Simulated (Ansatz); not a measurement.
Gas-phase electronic energies from Ansatz, PBE0-D4/def2-TZVP geometries. CCSD(T)/CBS is the MP2 limit (def2-TZVPP, def2-QZVPP) plus CCSD(T) − MP2 in def2-TZVPP, frozen cores. DFT in def2-TZVPP. B3LYP here is the variant with VWN-RPA as its local correlation; programs differ in this. For Ge outer-core shells are correlated without core-valence functions, which leaves a few kJ/mol of doubt a bond. Scalar relativity is left out up to krypton. Each species was taken in one conformer, which may not be the lowest.

Consider the redistribution: `CN[SiH](N)S` + `C[O][GeH]([F])[F]` → `CN[SiH](N)F` + `C[O][GeH]([F])[SH]`.

Question: Is it downhill or uphill in electronic energy at CCSD(T)/CBS, and by how much? (Best estimate.)

Answer: Computed: Downhill: ΔE = -72.8 kJ/mol.

Question: What do these levels give: PBE-D4, PBE0-D4, ωB97X-V, ωB97M-V, r2SCAN, PBE0, B3LYP, MP2/def2-TZVPP, SCS-MP2/def2-TZVPP, CCSD(T)/def2-TZVPP, HF/def2-QZVPP, HF/CBS(def2)? (An estimate is asked.)

Answer: Computed: PBE-D4 -67.4, PBE0-D4 -69.3, ωB97X-V -68.6, ωB97M-V -71.9, r2SCAN -70.7, PBE0 -70.2, B3LYP -74.5, MP2/def2-TZVPP -69.3, SCS-MP2/def2-TZVPP -68.9, CCSD(T)/def2-TZVPP -70.3, HF/def2-QZVPP -71.9, HF/CBS(def2) -71.8 kJ/mol.

Largest T1 diagnostic among the species: 0.012.
